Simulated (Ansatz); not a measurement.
Reaction (SMILES): [F][Y]([F])[F] → [F][Y]([F])[F] as doublet, charge -1 (an electron is taken up)
Structures are relaxed separately at B3LYP-D3(BJ)/def2-TZVP in Ansatz (an electronic-structure program). Frequencies are from Ansatz. [F][Y]([F])[F] as doublet, charge -1: The spin state was set by rule; other spins were not relaxed. A spin state is the lowest found, not a proven ground state.

Quantity: adiabatic electron affinity (0 K, with B3LYP-D3(BJ) harmonic zero-point energies), positive where the reaction releases energy, in eV. Cores are frozen in the correlated levels unless marked. UHF or UKS for open shells. No spin-orbit coupling. The frozen core is the preceding noble-gas configuration, with the filled d and f shells of earlier blocks. In def2 rows, elements after Kr have scalar-relativistic effective core potentials. Anions need diffuse functions: def2-D sets add few; the other sets have none. 

| level | program | adiabatic electron affinity (eV) |
|---|---|---|
| HF/def2-SVP | Ansatz | 0.70 |
| HF/def2-QZVPP | Ansatz | 0.77 |
| HF/def2-QZVPPD | Ansatz | 0.78 |
| PBE/def2-TZVPD | Ansatz | 1.11 |
| PBE-D3(BJ)/def2-TZVPD | Ansatz + dftd3 | 1.11 |
| BLYP-D4/def2-TZVPD | Ansatz + dftd4 | 1.09 |
| revPBE/def2-TZVPD | Ansatz | 1.06 |
| B3LYP-D3(BJ)/def2-TZVPD | Ansatz + dftd3 | 1.18 |
| PBE0-D3(BJ)/def2-TZVP | Ansatz + dftd3 | 1.04 |
| PBE0/def2-TZVP | Ansatz | 1.04 |
| PBE0/def2-TZVPD | Ansatz | 1.07 |
| CAM-B3LYP-D3(BJ)/def2-TZVPD | Ansatz + dftd3 | 1.15 |
| MP2/def2-SVP | Ansatz | 0.66 |
| CCSD(T)/def2-SVP | Ansatz | 0.72 |
